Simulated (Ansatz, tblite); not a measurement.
Cost and result up the ladder for InCl3 (4 atoms). Charge 0, multiplicity 1. Geometry: PBE0-D4/def2-SVP.

```xyz
4

In    0.000    0.000    0.000
Cl    0.222   -2.177   -0.769
Cl    0.552    0.518    2.193
Cl   -0.774    1.660   -1.424
```

Ansatz on 4 threads of Arm Neoverse V1 on a shared host; xTB runs through tblite on one thread. Times are rough, summed over both states, and most runs start from the orbitals of an earlier one. PBE0-D4/def2-TZVP serves as the yardstick here, not as an exact answer. The other state is a triplet.

In the def2 sets In takes a core potential; there is no spin–orbit coupling. The xTB rows come from tblite. HOMO above LUMO, or a gap near zero within one spin, warns that the state may not be the lowest or that an electron is smeared out.

xTB has no spin-polarisation term.

```json
{"level": "GFN1-xTB", "functions": "36", "vertical triplet (eV)": "4.50", "difference from PBE0-D4/def2-TZVP (eV)": "-0.23", "remarks": "–"}
{"level": "PBE-D4/def2-TZVP", "functions": "161", "vertical triplet (eV)": "4.06", "difference from PBE0-D4/def2-TZVP (eV)": "-0.66", "remarks": "gap within one spin near zero (triplet)"}
{"level": "GFN2-xTB", "functions": "36", "vertical triplet (eV)": "3.11", "difference from PBE0-D4/def2-TZVP (eV)": "-1.61", "remarks": "–"}
{"level": "r2SCAN-D4/def2-TZVP", "functions": "161", "vertical triplet (eV)": "4.38", "difference from PBE0-D4/def2-TZVP (eV)": "-0.35", "remarks": "gap within one spin near zero (triplet)"}
{"level": "PBE0-D4/def2-TZVP (with forces)", "functions": "161", "vertical triplet (eV)": "4.72", "difference from PBE0-D4/def2-TZVP (eV)": "0.00", "remarks": "–"}
```

Question: Estimate how long each takes.

Answer: GFN1-xTB 0.009 s; GFN2-xTB 0.009 s; PBE-D4/def2-TZVP 7.1 s; PBE0-D4/def2-TZVP (with forces) 13 s; r2SCAN-D4/def2-TZVP 17 s. On shared hardware such times vary by a factor of up to 3.
